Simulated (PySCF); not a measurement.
Species: C3GaN3.
Numbering: `[N:1]#[C:2][Ga:3]([C:4]#[N:5])[C:6]#[N:7]`

Structure used (PBE0-D3(BJ)/def2-SVP), in Å, numbered top down from 1:
```
atom  x, y, z in Å
N1     0.141    2.703    1.450
C2     0.088    1.681    0.903
Ga3   -0.002    0.000   -0.002
C4    -1.696   -0.754   -0.461
N5    -2.724   -1.214   -0.743
C6     1.608   -0.927   -0.449
N7     2.588   -1.484   -0.724
```

Method used: core-valence-separated Tamm–Dancoff BHandHLYP/aug-pcX-1 (def2-SVPD on Ga) in PySCF, non-relativistic, gas phase, PBE0-D3(BJ)/def2-SVP geometry. BHandHLYP without relativity tends to put these K edges a few eV too low, so spacings mean more than positions.

The lowest roots of each edge with f over 0.003 (five at most, numbered afresh; weaker and dark ones are left out), with transition dipoles (au) in the frame of the coordinates:

```tsv
root	edge	E (eV)	μx	μy	μz
1	C	282.49	-0.0012	-0.0217	0.0402
2	C	282.50	0.0014	0.0236	-0.0441
3	C	282.50	-0.0017	-0.0306	0.0568
4	C	283.21	-0.0075	0.0260	0.0137
5	C	283.22	0.0718	-0.0648	-0.0327
6	N	395.98	0.0021	0.0329	-0.0607
7	N	395.98	-0.0020	-0.0346	0.0652
8	N	395.98	0.0022	0.0406	-0.0751
9	N	396.93	0.0283	0.0499	0.0278
10	N	396.93	0.0820	0.0214	0.0140
```

**Question.** What are the oscillator strengths?

**Answer.** f = (2/3) ΔE |μ|², with ΔE in hartree (27.2114 eV):

| root | ΔE (Eh) | \|μ\|² (au) | f | core hole on |
| --- | --- | --- | --- | --- |
| 1 | 10.3814 | 0.002090 | 0.014 | C2/C4/C6 |
| 2 | 10.3815 | 0.002500 | 0.017 | C2/C4/C6 |
| 3 | 10.3816 | 0.004170 | 0.029 | C2/C4/C6 |
| 4 | 10.4080 | 0.000921 | 0.006 | C2/C4/C6 |
| 5 | 10.4081 | 0.010419 | 0.072 | C2/C4/C6 |
| 6 | 14.5520 | 0.004770 | 0.046 | N1/N5/N7 |
| 7 | 14.5521 | 0.005458 | 0.053 | N1/N5/N7 |
| 8 | 14.5521 | 0.007296 | 0.071 | N1/N5/N7 |
| 9 | 14.5868 | 0.004065 | 0.039 | N1/N5/N7 |
| 10 | 14.5868 | 0.007370 | 0.072 | N1/N5/N7 |

**Question.** What is the unit vector of the normal of the molecular plane, and which share of each root's |μ|² lies along it?

**Answer.** (0.03, 0.47, -0.88), up to sign.

| root | core hole on | share along it | final orbital under reflection in the plane |
| --- | --- | --- | --- |
| 1 | C2/C4/C6 | 1.00 | odd |
| 2 | C2/C4/C6 | 1.00 | odd |
| 3 | C2/C4/C6 | 1.00 | odd |
| 4 | C2/C4/C6 | 0.00 | even |
| 5 | C2/C4/C6 | 0.00 | even |
| 6 | N1/N5/N7 | 1.00 | odd |
| 7 | N1/N5/N7 | 1.00 | odd |
| 8 | N1/N5/N7 | 1.00 | odd |
| 9 | N1/N5/N7 | 0.00 | even |
| 10 | N1/N5/N7 | 0.00 | even |

The 1s orbitals of atoms in the plane are even under the reflection, so light polarised along the normal reaches odd orbitals alone (the out-of-plane π set) and light polarised in the plane even ones.

**Question.** For fixed molecules, how does the intensity of root 1 change when the electric field is turned 20° away from the normal of the molecular plane?

**Answer.** Intensity goes as (E·μ)², and μ lies along that direction, so it falls to cos²20° = 0.88 of its maximum; it vanishes at 90°.

**Question.** Molecules are fixed in this frame and the field points along x. What effective strengths 3 f cos²θ do the roots have (θ between field and μ)?

**Answer.** root 1 (C2/C4/C6): 0.000, root 2 (C2/C4/C6): 0.000, root 3 (C2/C4/C6): 0.000, root 4 (C2/C4/C6): 0.001, root 5 (C2/C4/C6): 0.107, root 6 (N1/N5/N7): 0.000, root 7 (N1/N5/N7): 0.000, root 8 (N1/N5/N7): 0.000, root 9 (N1/N5/N7): 0.023, root 10 (N1/N5/N7): 0.196. Root 10 is the strongest. Averaged over all orientations cos²θ is 1/3, which gives f back. For degenerate partners only the sum has meaning, as the program may mix them freely.

 Relativistic effects, spin–orbit coupling among them, are left out although an element past zinc is present.
